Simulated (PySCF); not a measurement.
# Does the structure fit the spectrum?

A compound C₄H₉FO₂Si gives the data below (simulated from a calculation) and was assigned the structure `CC(C)OC(=O)[SiH2]F`.

13C{1H} NMR (computed): δ 144.2 (CH), 134.4 (CH), 65.7 (CH2), 63.4 (CH3).

1H NMR (300 MHz, computed): δ 6.60 (m, 1H), 5.81 (m, 1H), 5.55 (t, 2H), 3.76 (t, 2H), 3.38 (s, 3H).

[PySCF: GFN2-xTB structure; shieldings: GIAO PBE0/pcSseg-1; non-relativistic Hamiltonian; no solvent model; one averaged value for each set of equivalent atoms; one conformer]

Shifts are taken against calculated references (same method and geometry level): 1H (σ = 31.72 ppm), 13C (σ = 186.93 ppm) vs TMS.

(1) Compare with the shifts computed for the proposed structure, pairing carbons in order of shift.

(2) Which isomer fits?

Results:

(1) Mapped SMILES: `[CH3:1][CH:2]([CH3:3])[O:4][C:5](=[O:6])[SiH2:7][F:8]`. Hydrogens are named by the atom that carries them.

| atom | computed for proposal | given list | difference |
| --- | --- | --- | --- |
| C5 | 184.4 | 144.2 | +40.2 |
| C2 | 69.1 | 134.4 | -65.3 |
| C1 | 23.8 | 65.7 | -41.9 |
| C3 | 23.8 | 63.4 | -39.6 |

The rms difference is 48.0 ppm and the largest -65.3 ppm at C2 (sp3 CH bonded to O). The proposal also would give 3 carbon signals, not 4. The carbon types in order of shift don't match either: C, CH, CH3, CH3 for the proposal against CH, CH, CH2, CH3 in the data. The proposal doesn't fit.

(2) `[SiH2](COC)O/C=C\F`.

1. Carbon types of the structure: 2 × CH, 1 × CH2, 1 × CH3, leaving 2 H on heteroatoms.
2. δC 144.2: β carbon of an enol-ether or enamine type C=C.
3. δC 134.4: alkene carbon bearing oxygen; as expected for a trigonal carbon in a double bond.
4. δC 65.7: sp3 CH2 bonded to O and Si; the inductive effect lowers its shielding.
5. δC 63.4: methyl carbon bonded to O; deshielded by the electronegative neighbour.

Other isomers checked: FC[SiH]1OCCCO1 (rms 48.5 ppm).

This is the structure that produced the data.

Splittings by 19F in the carbon and heteronuclear signals aren't shown, as no couplings were computed. Shifts are as computed. Against solution values, carbons near 30 ppm lie about +3 ppm off and those near 130 ppm about +5 ppm. Of 1211 compounds with measured shifts, 218 miss one by over three times the rms of a fit or turn the order of signals round; such compounds aren't used in these exercises. Multiplicities follow the n + 1 count of equivalent neighbours, as no J values were calculated; m marks all less simple cases, F and P coupling included.
